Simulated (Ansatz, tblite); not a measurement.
Forces on tetramethylammonium trifluoroacetate, `C[N+](C)(C)C.O=C([O-])C(F)(F)F` at its PBE0-D4/def2-SVP geometry. Charge 0, multiplicity 1.

The xTB rows come from tblite.

GFN2-xTB (tblite), largest force 0.83 eV/Å:

```xyz
24
positions Å, forces eV/Å
C     0.144    1.232   -1.144   -0.562   -0.153    0.151
N    -1.115    0.607   -0.638    0.276   -0.132    0.160
C    -1.073   -0.864   -0.904   -0.143    0.585    0.031
C    -2.290    1.205   -1.311    0.235   -0.146    0.127
C    -1.190    0.835    0.836   -0.054    0.004   -0.596
H     0.262    0.978   -2.205    0.136    0.109    0.373
H     0.062    2.321   -1.024    0.174   -0.334   -0.060
H     0.972    0.842   -0.522   -0.161    0.189   -0.302
H    -0.196   -1.312   -0.377   -0.304    0.014   -0.216
H    -2.008   -1.304   -0.535    0.380   -0.010   -0.131
H    -0.995   -1.014   -1.989    0.028   -0.115    0.391
H    -2.315    2.284   -1.109   -0.076   -0.298   -0.113
H    -2.213    1.032   -2.392   -0.109    0.102    0.286
H    -3.204    0.735   -0.926    0.197    0.196   -0.164
H    -1.316    1.911    1.015    0.074   -0.361    0.087
H    -0.232    0.488    1.266   -0.370    0.121    0.007
H    -2.051    0.283    1.234    0.369    0.178    0.023
O     1.710    0.088    1.138   -0.078   -0.809   -0.158
C     1.909   -1.144    1.090   -0.531    0.436   -0.288
O     1.246   -2.029    0.533    0.022    0.575    0.094
C     3.174   -1.661    1.823   -0.263    0.094   -0.157
F     2.857   -2.604    2.717    0.085   -0.268    0.296
F     4.032   -2.208    0.951    0.351   -0.176   -0.103
F     3.828   -0.699    2.474    0.323    0.198    0.260
```

r2SCAN-D4/def2-TZVP (Ansatz), largest force 0.55 eV/Å:

```
C 0.418 0.206 -0.142
N -0.001 -0.021 -0.008
C 0.002 -0.471 -0.087
C -0.403 0.206 -0.231
C -0.002 0.087 0.481
H -0.057 0.054 0.259
H -0.008 -0.255 -0.024
H -0.243 0.070 -0.224
H -0.220 0.186 -0.127
H 0.204 0.131 -0.085
H -0.026 0.063 0.249
H 0.028 -0.267 -0.037
H 0.003 0.030 0.269
H 0.239 0.103 -0.077
H 0.020 -0.246 -0.069
H -0.303 0.043 -0.121
H 0.203 0.130 -0.124
O 0.014 0.269 0.052
C 0.088 0.082 0.067
O -0.185 -0.316 -0.163
C -0.357 0.201 -0.173
F -0.084 -0.378 0.373
F 0.373 -0.225 -0.328
F 0.297 0.317 0.270
```

PBE0-D4/def2-TZVP (Ansatz), largest force 0.35 eV/Å:

```
C 0.179 0.078 -0.024
N -0.002 -0.008 -0.006
C 0.024 -0.205 -0.016
C -0.166 0.081 -0.097
C 0.034 0.040 0.192
H -0.044 0.058 0.267
H 0.002 -0.263 -0.032
H -0.243 0.096 -0.239
H -0.262 0.170 -0.159
H 0.215 0.125 -0.091
H -0.025 0.054 0.260
H 0.022 -0.276 -0.043
H -0.007 0.037 0.275
H 0.239 0.112 -0.087
H 0.018 -0.257 -0.059
H -0.323 0.065 -0.110
H 0.214 0.135 -0.114
O 0.067 -0.208 0.019
C -0.133 0.152 -0.070
O 0.053 0.060 0.044
C -0.052 0.051 -0.008
F 0.009 -0.071 0.093
F 0.100 -0.042 -0.056
F 0.081 0.015 0.059
```
